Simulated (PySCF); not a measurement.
Species: RuO₄ (singlet state).
Z-matrix (Å and degrees, PBE0-D3(BJ)/def2-SVP geometry), rows numbered from 1:
```
Ru
O   1  1.6636
O   1  1.6634  2  109.41
O   1  1.6641  2  109.51  3  -119.97
O   1  1.6637  2  109.52  3   119.94
```

Theory: PBE0-D3(BJ)/def2-SVP geometry optimisation, gas phase, def2 core potentials past Kr (PySCF 2.14.0).

Take the most abundant isotopes and a rigid rotor. 

What are A, B and C (GHz)?

Ia = 118.01, Ib = 118.03, Ic = 118.14 u·Å²; 505379 MHz·u·Å²/I gives 4282, 4282 and 4278 MHz, that is A = 4.2825, B = 4.2819, C = 4.2779 GHz.

Classify the top.

A spherical top, as the point group Td requires three equal moments; the computed ones differ by 0.11 % because the geometry is symmetric only within the optimiser's tolerance.

The point group Td allows no dipole (computed: 0.00 D), so a rigid rotor has no electric-dipole lines.

Estimate the classical rotational partition function at 10 K, 200 K and 500 K.

Point group Td, symmetry number σ = 12; q = (√π/σ)·√((kT/h)³/(ABC)), k/h = 20836.6 MHz/K: 50.2 at 10 K, 4490 at 200 K, 17700 at 500 K.

Not checked by PBE0-D3(BJ)/def2-SVP frequencies. Zero-point vibration and centrifugal distortion are left out.

Time: 17 s of wall time; peak memory 0.35 GiB. Hardware: one thread, Intel Xeon Platinum 8375C at 2.90 GHz (x86_64), no GPU, on a shared host. This is the geometry optimisation.
